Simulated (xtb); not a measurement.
xtb input (GFN-FF):

```bash
xtb mol.xyz --gfnff --opt tight --chrg 0 --uhf 0
```
mol.xyz:
```
13

C      1.93125883    -0.45135630    -0.14788987
Ga     0.00002446    -0.00005055     0.00011675
C     -0.55497486     1.84311457     0.50003092
C     -1.37638050    -1.39161593    -0.35244161
H      2.41289508     0.19623262    -0.88517668
H      2.10014125    -1.48908485    -0.43548496
H      2.43248407    -0.27003195     0.80656324
H     -1.16353365     1.81872096     1.40776327
H      0.29309463     2.50653905     0.66945923
H     -1.17981753     2.27296567    -0.28725163
H     -1.23494725    -2.23917020     0.32323569
H     -2.39323598    -1.01817367    -0.23142575
H     -1.26725946    -1.77728480    -1.36949839
```

End of the output:

```
         :::::::::::::::::::::::::::::::::::::::::::::::::::::
         ::                     SUMMARY                     ::
         :::::::::::::::::::::::::::::::::::::::::::::::::::::
         :: total energy              -1.704987676314 Eh    ::
         :: gradient norm              0.000093328174 Eh/a0 ::
         ::.................................................::
         :: bond energy               -1.767973818832 Eh    ::
         :: angle energy               0.000034104319 Eh    ::
         :: torsion energy             0.003030359938 Eh    ::
         :: repulsion energy           0.069557953706 Eh    ::
         :: electrostat energy        -0.004291155039 Eh    ::
         :: dispersion energy         -0.005299639765 Eh    ::
         :: HB energy                  0.000000000000 Eh    ::
         :: XB energy                  0.000000000000 Eh    ::
         :: bonded atm energy         -0.000045480640 Eh    ::
         :: external energy            0.000000000000 Eh    ::
         :: add. restraining           0.000000000000 Eh    ::
         :: total charge              -0.000000000000 e     ::
         :::::::::::::::::::::::::::::::::::::::::::::::::::::

           -------------------------------------------------
          |                Property Printout                |
           -------------------------------------------------

molecular dipole:
                 x           y           z       tot (Debye)
 q only:       -0.000       0.000      -0.000       0.000
           -------------------------------------------------
          |                Geometry Summary                 |
           -------------------------------------------------

      molecular mass/u    :      114.8267405
   center of mass at/Å    :       -0.0000117       0.0000087      -0.0000083
  moments of inertia/u·Å² :        0.1028839E+03   0.1028884E+03   0.1963479E+03
Note: The following floating-point exceptions are signalling: IEEE_UNDERFLOW_FLAG IEEE_DENORMAL
normal termination of xtb
rotational constants/cm⁻¹ :        0.1638510E+00   0.1638438E+00   0.8585595E-01

 * 12 selected distances

     #   Z          #   Z                                           value/Å
     1   6 C        2  31 Ga                                      1.9793879
     2  31 Ga       3   6 C                                       1.9793873
     2  31 Ga       4   6 C                                       1.9793880 (max)
     1   6 C        5   1 H                                       1.0874255
     1   6 C        6   1 H                                       1.0874550
     1   6 C        7   1 H                                       1.0874250 (min)
     3   6 C        8   1 H                                       1.0874254
     3   6 C        9   1 H                                       1.0874550
     3   6 C       10   1 H                                       1.0874251
     4   6 C       11   1 H                                       1.0874254
     4   6 C       12   1 H                                       1.0874551
     4   6 C       13   1 H                                       1.0874250

 * 2 distinct bonds (by element types)

   Z      Z             #   av. dist./Å        max./Å        min./Å
   1 H    6 C           9     1.0874352     1.0874551     1.0874250
   6 C   31 Ga          3     1.9793877     1.9793880     1.9793873

optimized geometry written to: xtbopt.xyz

           -------------------------------------------------
          | TOTAL ENERGY               -1.704987676314 Eh   |
          | GRADIENT NORM               0.000093328174 Eh/α |
           -------------------------------------------------
########################################################################
[WARNING] Runtime exception occurred
-1- gfnff_setup: Could not read topology file.
########################################################################

------------------------------------------------------------------------
------------------------------------------------------------------------
 total:
 SCF:
 ANC optimizer:
```
